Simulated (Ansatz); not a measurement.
`CCB(F)Cl`, relaxed with RKS PBE0-D4/def2-TZVP in Ansatz from a PBE-D4/def2-SVP geometry. The force threshold is 0.005 eV/Å; the program also tests the step.

Charge 0, multiplicity 1.

Start:

```xyz
10

C     0.780    0.925    0.382
C    -0.395   -0.059    0.394
B    -0.503   -1.012   -0.847
F     0.419   -1.019   -1.809
Cl   -1.853   -2.146   -1.040
H     1.753    0.396    0.316
H     0.727    1.610   -0.488
H     0.802    1.550    1.297
H    -0.362   -0.714    1.296
H    -1.369    0.470    0.498
```

Problem. By how much does the energy fall, and how many steps does the optimiser take? (Best estimate.)

Solution. Ansatz gave: 0.03 eV, in 9 steps, 1 of them rejected.

Problem. Which bonds change most? (Estimate.)

Solution. Ansatz gave: C2–H9 from 1.115 to 1.098 Å; C1–H7 from 1.109 to 1.092 Å; C1–H8 from 1.108 to 1.092 Å; C1–H6 from 1.109 to 1.092 Å.

Problem. Give the relaxed structure. (An estimate is asked.)

Solution. Ansatz gave: 
```xyz
10

C     0.782    0.910    0.383
C    -0.396   -0.057    0.392
B    -0.502   -0.996   -0.844
F     0.374   -0.957   -1.830
Cl   -1.803   -2.173   -1.001
H     1.734    0.377    0.341
H     0.745    1.574   -0.483
H     0.790    1.533    1.280
H    -0.377   -0.693    1.286
H    -1.348    0.482    0.476
```
